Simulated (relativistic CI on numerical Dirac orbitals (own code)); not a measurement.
Electric-dipole transitions in Mn XXIII

These numbers are calculated, not measured: Dirac-Coulomb-Breit CI, KLI orbitals optimised for each configuration, QED by a radiative potential, unscaled Slater integrals (own radial code, finite nucleus).

Configuration list (outside the closed core 1s2): 2s, 2p, 3s, 3p, 3d, 4s, 4p, 4d, 4f, 5s, 5p, 5d, 5f, 5g. Levels of other configurations are missing.

```csv
λ vac (Å),Lower,Upper,A (s⁻¹),log gf,S velocity/length
8.0273,2p ²P°1/2 [2],5d ²D3/2 [19],2.35e+12,-1.04,0.99
8.0963,2p ²P°3/2 [3],5d ²D5/2 [20],2.75e+12,-0.79,1.00
8.6901,2s ²S1/2 [1],4p ²P°3/2 [11],2.72e+12,-0.91,1.00
8.7003,2s ²S1/2 [1],4p ²P°1/2 [10],2.79e+12,-1.20,1.00
8.9705,2p ²P°1/2 [2],4d ²D3/2 [12],5.08e+12,-0.61,1.00
9.0551,2p ²P°3/2 [3],4d ²D5/2 [13],5.97e+12,-0.36,1.00
11.554,2s ²S1/2 [1],3p ²P°3/2 [6],6.09e+12,-0.31,1.00
11.597,2s ²S1/2 [1],3p ²P°1/2 [5],6.29e+12,-0.60,1.01
12.022,2p ²P°1/2 [2],3d ²D3/2 [7],1.55e+13,0.13,1.00
12.166,2p ²P°3/2 [3],3d ²D5/2 [8],1.84e+13,0.39,1.00
12.181,2p ²P°3/2 [3],3d ²D3/2 [7],3.06e+12,-0.56,1.00
12.447,2p ²P°3/2 [3],3s ²S1/2 [4],1.58e+12,-1.13,1.02
23.219,3s ²S1/2 [4],5p ²P°3/2 [18],4.41e+11,-0.85,1.00
23.749,3p ²P°1/2 [5],5d ²D3/2 [19],8.08e+11,-0.56,1.00
23.919,3p ²P°3/2 [6],5d ²D5/2 [20],9.61e+11,-0.31,1.00
24.141,3d ²D3/2 [7],5f ²F°5/2 [21],1.20e+12,-0.20,1.00
24.194,3d ²D5/2 [8],5f ²F°7/2 [22],1.27e+12,-0.05,1.00
33.457,3s ²S1/2 [4],4p ²P°3/2 [11],7.95e+11,-0.27,1.00
33.608,3s ²S1/2 [4],4p ²P°1/2 [10],8.26e+11,-0.55,1.01
34.474,3p ²P°1/2 [5],4d ²D3/2 [12],1.63e+12,0.07,1.00
34.807,3p ²P°3/2 [6],4d ²D5/2 [13],1.96e+12,0.33,1.00
34.859,3p ²P°3/2 [6],4d ²D3/2 [12],3.28e+11,-0.62,1.00
35.275,3d ²D3/2 [7],4f ²F°5/2 [14],3.62e+12,0.61,1.00
35.374,3d ²D5/2 [8],4f ²F°7/2 [15],3.86e+12,0.76,1.00
35.401,3d ²D5/2 [8],4f ²F°5/2 [14],2.57e+11,-0.54,1.00
35.764,3p ²P°3/2 [6],4s ²S1/2 [9],4.47e+11,-0.77,0.99
72.763,4s ²S1/2 [9],5p ²P°3/2 [18],1.87e+11,-0.23,1.00
73.130,4s ²S1/2 [9],5p ²P°1/2 [17],1.95e+11,-0.51,1.00
74.651,4p ²P°1/2 [10],5d ²D3/2 [19],3.38e+11,0.05,1.00
75.285,4p ²P°3/2 [11],5d ²D5/2 [20],4.09e+11,0.32,1.00
75.410,4p ²P°3/2 [11],5d ²D3/2 [19],6.86e+10,-0.63,1.00
76.185,4d ²D3/2 [12],5f ²F°5/2 [21],6.76e+11,0.55,1.00
76.371,4d ²D5/2 [13],5f ²F°7/2 [22],7.24e+11,0.70,1.00
76.419,4f ²F°5/2 [14],5g ²G7/2 [23],1.15e+12,0.91,1.00
76.434,4d ²D5/2 [13],5f ²F°5/2 [21],4.83e+10,-0.60,1.00
76.506,4f ²F°7/2 [15],5g ²G9/2 [24],1.19e+12,1.02,1.00
76.544,4f ²F°7/2 [15],5g ²G7/2 [23],4.25e+10,-0.52,1.00
76.762,4p ²P°1/2 [10],5s ²S1/2 [16],7.37e+10,-0.89,0.99
77.075,4d ²D5/2 [13],5p ²P°3/2 [18],5.31e+10,-0.72,0.99
77.564,4p ²P°3/2 [11],5s ²S1/2 [16],1.54e+11,-0.56,0.99
206.49,2s ²S1/2 [1],2p ²P°3/2 [3],3.77e+09,-1.02,1.07
733.32,3s ²S1/2 [4],3p ²P°3/2 [6],5.11e+08,-0.78,0.97
1771.4,4s ²S1/2 [9],4p ²P°3/2 [11],1.21e+08,-0.64,0.97
3493.5,5s ²S1/2 [16],5p ²P°3/2 [18],3.97e+07,-0.54,0.98
9613.5,5p ²P°3/2 [18],5d ²D5/2 [20],2.03e+06,-0.77,0.94
```

Terms are leading LS components. Brackets give the number of a level in order of energy, since labels repeat. The list gives strong lines, with weight on those to low levels. Levels whose partners in the same complex of configurations lie outside the list can be far off, and so can their lines. Rates are taken at the computed energies, electric ones in the length gauge. A velocity-to-length ratio far from 1 marks an uncertain rate.

At this charge energies of transitions that change n are usually good to better than 1 %, and those within a shell (Δn = 0) to a few per cent.
